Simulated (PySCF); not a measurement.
Electronic absorption of C6H13BO2

Compound: C₆H₁₃BO₂.
Geometry (PBE0-D3(BJ)/def2-SVP, Å), atoms numbered from 1 in this order:
```
atom  x, y, z in Å
C1     3.301    0.413   -1.197
C2     1.883   -0.132   -1.194
C3     0.844    0.913   -0.815
C4    -0.574    0.376   -0.766
C5    -1.607    1.439   -0.425
C6    -2.972    0.807   -0.236
O7    -2.925   -0.257    0.690
B8    -1.771   -0.949    0.871
O9    -0.630   -0.680    0.184
H10    3.584    0.795   -0.203
H11    3.413    1.245   -1.911
H12    4.032   -0.362   -1.474
H13    1.637   -0.541   -2.190
H14    1.801   -0.976   -0.491
H15    0.872    1.752   -1.532
H16    1.085    1.339    0.175
H17   -0.821   -0.057   -1.756
H18   -1.303    1.952    0.504
H19   -1.646    2.200   -1.220
H20   -3.357    0.427   -1.199
H21   -3.701    1.544    0.136
H22   -1.758   -1.842    1.681
```

Level of theory: PySCF 2.14.0, density-fitted response routines, TDDFT wB97X-D/def2-SVPD, vertical, gas phase, core orbitals frozen in the response.

**Question.** Predict the UV-vis stick spectrum at this level.

**Answer.** 

```tsv
state	E (eV)	E (kJ/mol)	λ (nm)	f	main configurations (H = HOMO, L = LUMO)
S1	8.01	773	154.7	0.025	H→L (55%), H→L+1 (29%)
S2	8.13	785	152.4	0.0019	H-1→L+1 (38%), H-1→L (36%)
S3	8.45	815	146.7	0.029	H→L+1 (36%), H→L (27%), H-1→L (10%)
S4	8.65	834	143.4	0.024	H-1→L (37%), H-1→L+1 (28%)
S5	8.77	846	141.4	0.041	H-2→L (21%), H-2→L+1 (20%), H-4→L+1 (19%)
S6	8.87	856	139.7	0.029	H-3→L (20%), H-2→L (18%), H-4→L (13%)
S7	9.12	880	136.0	0.014	H-1→L+2 (16%), H-3→L+2 (13%), H-2→L (13%)
S8	9.24	892	134.1	0.035	H→L+3 (28%), H-2→L+1 (13%), H-4→L (13%)
S9	9.25	892	134.1	0.024	H→L+3 (35%), H-3→L+2 (13%), H-4→L (12%)
S10	9.28	895	133.6	0.072	H→L+2 (26%), H-2→L+1 (17%), H→L+4 (12%)
```

Triplets (Tamm–Dancoff): T1 7.37 eV, H→L+1 (40%), H→L (12%), H→L+5 (11%); T2 7.94 eV, H-1→L+1 (36%), H-1→L (15%), H→L+1 (8%); T3 8.05 eV, H-4→L+1 (22%), H-2→L+1 (14%), H-4→L+5 (10%); T4 8.22 eV, H→L (63%).

The lowest singlet lies at 8.01 eV (155 nm, vacuum ultraviolet) and is weak; its leading configuration is HOMO→LUMO (55%). The most intense listed level is S10 at 9.28 eV (134 nm, f = 0.072), 1.26 eV above S1. It is the last of those listed, so stronger ones may follow. S8/S9 lie within about 0.01 eV of each other. Löwdin shares by element: HOMO oxygen 56%, carbon 17% or more (atoms not listed hold the other 27%); LUMO boron 45%, carbon 6% or more, oxygen 6% or more, hydrogen 5% or more (atoms not listed hold the other 37%). Of the 10 states listed, 9 reach f = 0.01 and none stays under 0.0005. The oscillator strengths of these states sum to 0.295; summed over the whole spectrum of an exact calculation they would give the number of electrons, 70 (Thomas–Reiche–Kuhn). Orbital energies (eV): HOMO-3 -11.10, HOMO-2 -11.01, HOMO-1 -10.38, HOMO -10.23, LUMO 1.95, LUMO+1 2.47, LUMO+2 2.60. The vertical ionisation energy (ΔSCF) is 10.41 eV, 1.14 eV above S10. The window holds the lowest 10 singlets.

One conformer stands for the species.
